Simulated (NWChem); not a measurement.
SiH2O2F2; SMILES O[Si](O)(F)F

```xyz
7

O     -0.0776    -1.3148     0.9643
Si     0.0000     0.0000     0.0130
O      0.0776     1.3148     0.9643
F     -1.2724     0.0306    -0.9702
F      1.2724    -0.0306    -0.9702
H     -0.5200    -2.0933     0.6151
H      0.5200     2.0933     0.6151
```
Atoms are numbered in this order, from 1.

Results from NWChem. Pople sets run with spherical d functions. Geometry: optimised at PBE0/def2-SVP. Level: M06-2X/6-31G* with SMD (1 M gas to 1 M solution), gas-phase geometry. Reactions with the solvent are ignored.

| solvent | dielectric constant | solvation free energy (kcal/mol) | cavity-dispersion-structure term (kcal/mol) | dipole in solution (D) |
|---|---|---|---|---|
| water | 78.4 | -10.3 | 2.9 | 0.66 |
| 1-propanol | 20.5 | -11.0 | 1.2 | 0.62 |
| methanol | 32.6 | -11.4 | 1.5 | 0.66 |
| n-hexane | 1.88 | -3.7 | -0.7 | 0.44 |
| ethylene glycol | 40.2 | -9.6 | 3.5 | 0.66 |
| dichloromethane | 8.93 | -7.7 | 0.0 | 0.49 |
| acetone | 20.5 | -7.9 | -0.7 | 0.47 |
